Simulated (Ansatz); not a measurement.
Species: C$_{2}$H$_{5}$B, charge 0, singlet. C2H5B (SMILES BC=C).
B3LYP-D3(BJ)/def2-TZVP minimum from Ansatz (a first-principles code):
```
C
C 1 1.3412
H 2 1.0848 1 120.79
H 2 1.0856 3 116.28 1 -180.00
H 1 1.0875 2 117.52 3 -180.00
B 1 1.5350 5 121.34 2 180.00
H 6 1.1924 1 121.79 5 0.00
H 6 1.1940 7 119.28 1 180.00
```
Charge 0, spin multiplicity 1.

Total energies in hartree (Ansatz). Radicals and triplets start from unrestricted determinants; spin-orbit coupling is neglected. Cores are frozen in correlated methods. No relativity. Where a partner has so few electrons that a lower coupled-cluster level is exact, that level stands in. The restricted determinant of C2H5B (BC=C, singlet) is unstable towards broken spin symmetry in at least one set run.

| species | HF/cc-pVTZ | CCSD(T)/cc-pVTZ | HF/cc-pVQZ | CCSD(T)/cc-pVQZ | CCSD(T)/cc-pVDZ | CCSDT(Q)/cc-pVDZ |
|---|---|---|---|---|---|---|
| 1: C2H5B (SMILES C=CB) | -103.32720 | -103.80781 | -103.33389 | -103.83706 | -103.70211 | -103.70384 |
| 2: B (doublet) | -24.53207 | -24.59810 | -24.53297 | -24.60084 | -24.58941 | -24.58977 |
| 3: H (doublet) | -0.49981 | -0.49981 | -0.49995 | -0.49995 | -0.49928 | -0.49928 |
| 4: C (triplet) | -37.69157 | -37.78076 | -37.69331 | -37.78654 | -37.76038 | -37.76071 |

Question: Work out the atomisation energy (electronic, to ground-state atoms) in kcal/mol: take Hartree-Fock from cc-pVQZ, extrapolate the CCSD(T) correlation energy as X^-3 (X = 3, 4), and add CCSDT(Q) - CCSD(T) in cc-pVDZ. 1 hartree = 627.51 kcal/mol.

Answer: 
Species 1: correlation (64·(-0.50317) - 27·(-0.48061))/37 = -0.51963; step -0.00173; E1 = -103.33389 + (-0.51963) + (-0.00173) = -103.85525
Species 2: correlation (64·(-0.06787) - 27·(-0.06603))/37 = -0.06921; step -0.00036; E2 = -24.53297 + (-0.06921) + (-0.00036) = -24.60254
Species 3: correlation (64·(0.00000) - 27·(0.00000))/37 = 0.00000; step +0.00000; E3 = -0.49995 + (0.00000) + (+0.00000) = -0.49995
Species 4: correlation (64·(-0.09323) - 27·(-0.08919))/37 = -0.09618; step -0.00033; E4 = -37.69331 + (-0.09618) + (-0.00033) = -37.78982
-1·E1 +1·E2 +5·E3 +2·E4 = 1.17332 hartree = 736.3 kcal/mol.
